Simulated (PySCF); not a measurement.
# How methods differ on the excitation energy of P⁺

P⁺ [Ne] 3s2 3p2 (3P) → P⁺ [Ne] 3s2 3p1 3d1 (high-spin determinant), as a difference of total energies. Calculation: PySCF 2.14, in aug-cc-pVTZ-DK (6s5p3d2f, 50 functions); scalar relativity by spin-free X2C-1e. Correlated levels: valence: [Ne] frozen. The calculations carry no spin-orbit coupling.

```
           method  excitation energy (eV)
              UHF                  11.914
              LDA                  10.999
              PBE                  10.916
             PBE0                  11.256
           r2SCAN                  11.384
        BHandHLYP                  11.488
           PBEsol                  10.939
            B97-3                  11.272
          wB97M-V                  11.197
    MP2 (valence)                  11.652
SCS-MP2 (valence)                  11.622
```

How much does correlation contribute at MP2 (valence)?

11.652 − (11.914) = -0.262 eV, measured against UHF.

A first-order spin-orbit estimate (lowest level to lowest level, LS coupling) adds 0.009 eV.

The promoted electron is Rydberg-like, and one or two diffuse shells describe it only roughly, which tends to raise the upper state.

The determinant of the upper state mixes LS terms, which raises its energy above the lowest term, most at the Hartree-Fock and MP2 levels.
